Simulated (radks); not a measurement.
Sn5+, 45 electrons, occupied as [Kr] 4d9.

All-electron calculation, scalar-relativistic Kohn-Sham, PBE, spin-unpolarised, spherical densities, point nucleus. Program: a radial shooting solver on a logarithmic mesh with Libxc functionals.

Energy parts (Ry):
| part | energy |
|---|---|
| total | -12341.91306 |
| kinetic | 12886.74998 |
| electron-nucleus | -29634.93964 |
| Hartree | 4731.98873 |
| exchange-correlation | -325.71212 |

Orbitals (lengths in bohr, moments of r in powers of bohr; r(90%) holds 90 % of the orbital's charge):
| orbital | occ. | eigenvalue (Ry) | r(90%) | <r> | <1/r> |
|---|---|---|---|---|---|
| 1s | 2 | -2137.293 | 0.0522 | 0.02905 | 53.09 |
| 2s | 2 | -326.6949 | 0.194 | 0.1255 | 12.11 |
| 2p | 6 | -293.7585 | 0.178 | 0.1096 | 11.65 |
| 3s | 2 | -66.85111 | 0.499 | 0.3393 | 4.303 |
| 3p | 6 | -56.08820 | 0.507 | 0.3376 | 4.096 |
| 3d | 10 | -39.52635 | 0.495 | 0.3145 | 3.866 |
| 4s | 2 | -14.45161 | 1.17 | 0.8132 | 1.706 |
| 4p | 6 | -11.17066 | 1.28 | 0.8750 | 1.556 |
| 4d | 9 | -6.36435 | 1.58 | 1.036 | 1.275 |
| 5s | 0 | -4.39189 | 2.73 | 1.925 | 0.6803 |
| 5p | 0 | -3.56486 | 3.08 | 2.165 | 0.6004 |

The highest occupied level is 4d at -86.591 eV. For comparison, the ionisation energy in NIST's Atomic Spectra Database is 94 eV (theoretical). In exact Kohn-Sham theory the highest level is minus the ionisation energy, but local and semilocal functionals leave it too shallow, through self-interaction and a potential that decays too fast; potentials with the right tail come closer. The density falls to 0.001 e/bohr^3 at r = 2.64 bohr.

Beside tabulated values, note that spin-unpolarised runs miss the spin-polarisation part of the exchange energy of open shells.
